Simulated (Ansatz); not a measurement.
A nudged elastic band was laid between two geometries of a periodic cell of 32 atoms, Si10H5Cl (surface Si(100)-2x1, partly H-covered, underside capped with H, adsorbate Cl2, already come apart at the first end).

The calculation used DFT PBE, scalar-relativistic, plane waves, PAW in Ansatz. Settings: PAW set soft_1, cutoff 420 eV, k mesh 2x2x1, fermi-dirac smearing 0.02 eV, no spin polarisation.

```json
{
  "movable images": "5",
  "climbing image": "yes",
  "spring": "1.0 eV/Å²",
  "optimiser": "quadratic models (default)",
  "start path": "straight line",
  "force threshold": "0.03 eV/Å",
  "iteration limit": "29",
  "end points": "relaxed",
  "atoms held": "1 to 12"
}
```

Initial state:

```xyz
32
Lattice="7.6792 0.0000 0.0000 0.0000 7.6792 0.0000 0.0000 0.0000 18.2544" Properties=species:S:1:pos:R:3
H 3.144 0.000 1.000
H 0.696 0.000 1.000
H 6.983 0.000 1.000
H 4.535 0.000 1.000
H 3.144 3.840 1.000
H 0.696 3.840 1.000
H 6.983 3.840 1.000
H 4.535 3.840 1.000
Si 1.920 0.000 1.866
Si 5.759 0.000 1.866
Si 1.920 3.840 1.866
Si 5.759 3.840 1.866
Si 1.922 1.920 3.165
Si 5.762 1.920 3.165
Si 1.919 5.758 3.277
Si 5.759 5.759 3.277
Si 0.002 1.930 4.488
Si 3.842 1.930 4.488
Si -0.001 5.754 4.690
Si 3.839 5.754 4.689
Si -0.003 0.089 5.953
Si 3.837 0.089 5.952
Si -0.002 3.750 5.975
Si 3.838 3.750 5.975
Si 1.917 0.722 7.167
Si 5.756 0.721 7.167
Si 1.918 3.143 7.195
Si 5.757 3.142 7.196
H 1.916 3.640 8.610
H 5.756 3.639 8.611
Cl 1.925 7.631 9.109
Cl 5.761 7.625 9.107
```

Final state:

Only the atoms that move by more than 0.05 Å are listed.
```
Cl31 5.764 7.631 9.109
Cl32 9.600 7.625 9.107
```

Problem. Which bonds break or form, and what moves?

Solution. Contacts lost: Si25–Cl31, Si26–Cl32. Contacts made: Si25–Cl32, Si26–Cl31. The atom that moves furthest is Cl31, by 3.84 Å.

Problem. What energy profile does the band end with?

Solution. It converged. The highest image is number 3 of 0 to 6, 2.19 eV above the ends, which have the same energy within 2 meV. By the program's own check the climbing image is of a kind that is not told: the force calls were inconclusive, a negative curvature could not be distinguished from the path's own, the only one lies far off the path, or fixed occupations may fill a level only in part (lowest curvatures found: -0.57 and 0.13 eV/Å²). Limits of this set-up: thin slab, slab without dipole correction, no dispersion correction for a molecule that may bind weakly.

| image | path coordinate (Å) | energy (eV) | Si25–Cl31 (Å) | Si26–Cl32 (Å) | Si25–Cl32 (Å) |
| --- | --- | --- | --- | --- | --- |
| 0 | 0.00 | 0.00 | 2.09 | 2.09 | 4.37 |
| 1 | 1.08 | 0.26 | 2.10 | 2.10 | 4.02 |
| 2 | 2.16 | 1.26 | 2.29 | 2.14 | 3.58 |
| 3 | 3.24 | 2.19 | 3.31 | 2.23 | 3.31 |
| 4 | 4.33 | 1.26 | 3.58 | 3.03 | 2.29 |
| 5 | 5.41 | 0.26 | 4.02 | 3.86 | 2.10 |
| 6 | 6.49 | 0.00 | 4.36 | 4.37 | 2.09 |

Problem. What is the geometry of the highest image?

Solution. 
```xyz
32
Lattice="7.6792 0.0000 0.0000 0.0000 7.6792 0.0000 0.0000 0.0000 18.2544" Properties=species:S:1:pos:R:3
H 3.144 0.000 1.000
H 0.696 0.000 1.000
H 6.983 0.000 1.000
H 4.535 0.000 1.000
H 3.144 3.840 1.000
H 0.696 3.840 1.000
H 6.983 3.840 1.000
H 4.535 3.840 1.000
Si 1.920 0.000 1.865
Si 5.759 0.000 1.865
Si 1.920 3.840 1.865
Si 5.759 3.840 1.865
Si 1.920 1.919 3.178
Si 5.759 1.915 3.167
Si 1.920 5.769 3.272
Si 5.759 5.757 3.258
Si -0.003 1.936 4.508
Si 3.843 1.936 4.508
Si -0.011 5.784 4.667
Si 3.850 5.784 4.667
Si -0.147 0.077 5.994
Si 3.986 0.077 5.994
Si -0.020 3.791 5.956
Si 3.859 3.791 5.956
Si 1.920 0.828 6.735
Si 5.759 0.846 7.534
Si 1.920 3.193 7.143
Si 5.759 3.227 7.219
H 1.920 3.522 8.602
H 5.759 3.869 8.573
Cl 4.203 8.298 9.118
Cl 7.316 8.299 9.118
```

Time of the run: 30 min on 2 threads of Arm Neoverse V1, on a shared host, peak memory 2.6 GiB.
